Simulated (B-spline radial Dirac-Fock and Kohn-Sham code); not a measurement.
**Binding energies of Ir⁷²⁺**

System: the Ir⁷²⁺ ion, [He] 2s2 2p1; nuclear rms radius 5.4032 fm (A = 193).

The computed values come from a radial B-spline solver: relaxed Dirac-Fock hole states (ΔSCF) with Breit and QED corrections and a finite nucleus. Correlation and solid-state effects are left out. Energies are counted from the vacuum level.

All terms are in eV, carry their sign (relaxation lowers the binding energy) and add up to the binding energy; ⟨r⟩ is the mean radius of the orbital in the initial state.

| subshell | −ε (Koopmans) | relaxation | Breit | QED | binding energy | ⟨r⟩ (bohr) |
| --- | --- | --- | --- | --- | --- | --- |
| K (1s) | 85284.1 | -9.14 | -208.68 | -139.26 | 84927.0 | 0.017 |
| L1 (2s) | 20910.5 | -0.76 | -23.45 | -22.70 | 20863.6 | 0.070 |
| L2,3 (2p) | 19499.8 | -0.81 | -22.91 | -2.32 | 19473.8 | 0.065 |

For the deepest level, K (1s), the Breit terms make up -0.246 % of the binding energy, QED -0.164 % and orbital relaxation -0.011 %.

Going to the tabulated ground configuration of the next ion removes an electron from L2,3 (2p), computed at 19473.8 eV. NIST lists 20650 ± 70 eV as the ionisation energy of this species (theoretical), +1176.22 eV from the computed value. Where a p, d or f shell is open in either ion the computed value averages over both j values and all terms, while the table refers to the lowest levels; that difference holds spin-orbit splitting (largest in heavy or highly charged ions), term energies where several electrons share open shells, and correlation, and it can reach 10 % or more.
